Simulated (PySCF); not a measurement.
C3H4Cl2Si, SMILES C#C[Si](C)(Cl)Cl. Heavy atoms are numbered as in [CH:1]#[C:2][Si:3]([CH3:4])([Cl:5])[Cl:6]. Hydrogens are named by the atom that carries them.

Geometry optimised at PBE0-D3(BJ)/def2-SVP.

Calculation: PySCF with PBE/pcSseg-1.

GIAO shieldings, no solvent; atoms alike by connectivity are averaged. δ = σ(ref) − σ: ¹³C against TMS (σ = 182.0 ppm); ²⁹Si against TMS (σ = 335.4 ppm); ³⁵Cl against HCl (σ = 936.5 ppm); ¹H against TMS (σ = 31.49 ppm), references at their B3LYP-D3(BJ)/def2-TZVP geometries, non-relativistic (without spin–orbit terms, shifts of atoms bonded to Cl or Br come out too high).

```tsv
nucleus	atoms	count	δ (ppm)
¹³C	C1 (CH)	1	102.5
¹³C	C2	1	87.9
¹³C	C4 (CH3)	1	11.8
²⁹Si	Si3	1	9.1
³⁵Cl	Cl5	2	122.1
¹H	H on C1	1	2.81
¹H	H on C4	3	1.00
```
